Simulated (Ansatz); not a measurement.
Abridged output of a molecular run in Ansatz:

```
Functional definition: HF
1869 factors; integrals over basis functions are off by at most 1.1e-3 eV
mean field evaluation 1: about -26074.3665 eV, gradient 4.8e1 eV
mean field evaluation 2: about -26074.6874 eV, gradient 4.9e1 eV
mean field evaluation 4: about -26079.5268 eV, gradient 4.7e0 eV
mean field evaluation 8: about -26079.5999 eV, gradient 2.9e-1 eV
mean field -26079.60019182 eV, -958.4076296616 hartree, gradient 2.2e-6 eV, S^2 0.000000; 0 other end points of the search recorded, 0 dependent functions left out
14 core orbitals not correlated: weight in the atoms' cores, before any rotation towards them, 1.000 or more for the frozen orbitals, at most 0.000 for the correlated occupied ones
reference -26079.60019182 eV, -958.4076296616 hartree; 19, 19 occupied and 287, 287 virtual orbitals, 1869 factors
second order -30.19610516 eV of doubles, -0.00000000 eV of singles
cycle   1  -30.92022610 eV  change   -7.2e-1 eV  update   1.0e-1
cycle   2  -31.57459505 eV  change   -6.5e-1 eV  update   2.9e-2
cycle   3  -31.70694885 eV  change   -1.3e-1 eV  update   1.4e-2
cycle   4  -31.69717405 eV  change    9.8e-3 eV  update   3.1e-3
cycle   5  -31.69640637 eV  change    7.7e-4 eV  update   1.3e-3
cycle   6  -31.69691022 eV  change   -5.0e-4 eV  update   4.0e-4
cycle   7  -31.69669915 eV  change    2.1e-4 eV  update   1.5e-4
cycle   8  -31.69667318 eV  change    2.6e-5 eV  update   4.2e-5
perturbative correction -1.22882489 eV, -0.0451584820 hartree
Total energy: -26112.52568990 eV, -959.6176193981 hartree
```

Its atoms:

Cartesian coordinates in Å:
```
C 1.854 -0.987 -0.761
O 1.103 0.156 -0.413
Si -0.309 0.113 0.404
C -0.822 1.877 0.586
N -1.435 -0.929 -0.331
Cl -0.014 -0.732 2.270
H 2.598 -0.692 -1.503
H 1.217 -1.769 -1.186
H 2.370 -1.392 0.114
H -0.028 2.463 1.054
H -1.032 2.313 -0.395
H -1.723 1.954 1.197
H -1.924 -1.635 0.191
H -1.854 -0.741 -1.226
```

Which basis set was used?
A. def2-TZVPP
B. def2-QZVPP
C. def2-SVPD
D. cc-pV(Q+d)Z

A. It gives 320 functions.

Write the keys of the input that set method, charge and spin (a neutral closed shell needs none for the last two).


```yaml
correlation: {method: ccsd_t}
```
